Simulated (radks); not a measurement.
Values are calculated unless marked as measured or tabulated.
Ionisation of Bi+, [Hg] 6p2, to Bi2+, [Hg] 6p1, under several functionals. Scalar-relativistic Kohn-Sham, spin-polarised, spherical densities, finite nucleus; open shells are filled with parallel spins first (spin-orbit coupling, left out, can overturn this in heavy ions); a radial shooting solver on a logarithmic mesh with Libxc functionals. The NIST Atomic Spectra Database gives 16.703 eV (measured). Rank these functionals by the error of their Delta-SCF ionisation energy: MS2 meta-GGA; TASK exchange with Perdew-Wang LDA correlation; PBEsol; LDA (Slater exchange, Perdew-Zunger correlation); exchange-only B88; AM05; SOGGA; exchange-only r2SCAN; exchange-only LDA; OLYP.

Answer. From best to worst: TASK exchange with Perdew-Wang LDA correlation 16.058 eV (-0.645); LDA (Slater exchange, Perdew-Zunger correlation) 15.952 eV (-0.751); PBEsol 15.822 eV (-0.881); MS2 meta-GGA 15.781 eV (-0.922); AM05 15.775 eV (-0.928); SOGGA 15.721 eV (-0.982); OLYP 15.558 eV (-1.145); exchange-only r2SCAN 15.196 eV (-1.507); exchange-only B88 15.083 eV (-1.620); exchange-only LDA 15.041 eV (-1.662). Open shells are spherical and high-spin; term and fine-structure splittings are not resolved. Spin-orbit splitting is averaged out at the scalar-relativistic level.
